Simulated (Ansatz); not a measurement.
The cluster OsO2. Charge 0, multiplicity 1. Geometry r2SCAN-D4/def2-TZVP; atoms count from 1.

```
atom    x (Å)    y (Å)    z (Å)
 Os1  -0.2514   1.0812   0.3607
  O2  -0.0528  -0.7853   0.4293
  O3   0.3042  -0.2958  -0.7900
```

In the def2 sets Os takes a core potential; there is no spin–orbit coupling. The structure holds 1 bond(s) between oxygen atoms. The restricted singlet is unstable towards broken spin symmetry in Hartree–Fock (as tested in another run); at PBE0-D4/def2-TZVP this wasn't settled. Another isomer (triplet) lies 5.13 eV lower at PBE0-D4/def2-TZVP; other spin states weren't run for this one.

Estimate the Mulliken populations from the PBE0/def2-TZVP orbitals of Ansatz.


```json
{"atom": "Os1", "charge (e)": "0.35", "d electrons": "6.40"}
{"atom": "O2", "charge (e)": "-0.17", "d electrons": "–"}
{"atom": "O3", "charge (e)": "-0.17", "d electrons": "–"}
```
Mulliken values depend strongly on the basis.

And the Mayer bond orders between heavy atoms (over 0.3)?

Os1–O2 1.20 (1.88 Å); Os1–O3 1.20 (1.88 Å); O2–O3 0.97 (1.36 Å).
